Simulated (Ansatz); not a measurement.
The cluster Ti2O5H2: single points at one geometry.

```yaml
crystal:
  periodic: [false, false, false]
  atoms:
    - {symbol: Ti, position_ang: [-0.439049, 1.020517, 0.469116]}
    - {symbol: Ti, position_ang: [0.445438, -1.022388, -0.462017]}
    - {symbol: O, position_ang: [0.974797, 0.932570, -0.540376]}
    - {symbol: O, position_ang: [-1.059337, 2.523575, 1.268854]}
    - {symbol: O, position_ang: [1.078509, -2.612035, -1.057794]}
    - {symbol: O, position_ang: [0.150999, -0.529613, 1.295044]}
    - {symbol: O, position_ang: [-1.123609, -0.365933, -0.833824]}
    - {symbol: H, position_ang: [0.834323, -3.409452, -1.554840]}
    - {symbol: H, position_ang: [-0.862081, 3.462758, 1.415838]}
basis:
  gaussian: {orbitals: def2-TZVPD, initial_orbitals: start.molden}
hamiltonian: {xc: {name: r2SCANh}, dispersion: d4}
scf: {omitted_lower_state_checks: [starts]}
output: {orbitals: {seedname: orbitals}}
```

The file start.molden holds the orbitals of an earlier run on this structure, at another level or in another basis.

```sh
$ ansatz run in.yaml --threads 4 --pin off --events-out ev --progress --plain --max-ram 4787MiB
```

Output, abridged:

```
Functional definition: r2SCANh
1904 factors; their error is unknown
mean field evaluation 1: about -56504.2662 eV, gradient 1.2e1 eV
mean field evaluation 2: about -56504.4571 eV, gradient 2.5e-1 eV
mean field evaluation 4: about -56504.5416 eV, gradient 7.1e-4 eV
mean field -56504.54163063 eV, -2076.5036047716 hartree, gradient 2.2e-5 eV, S^2 0.000000; 0 other end points of the search recorded, 0 dependent functions left out
reference -56504.54165317 eV, -2076.5036056001 hartree; 43, 43 occupied and 271, 271 virtual orbitals, 1904 factors
Total energy: -56504.61074236 eV, -2076.5061445811 hartree
Checks for a lower state left out: starts
```

It took 16 s on 4 threads of Arm Neoverse V2 on a shared host, peak host memory 1.4 GiB.

Geometry: PBE-D4/def2-SVP.

The structure comes from a short search, and lower isomers may exist.
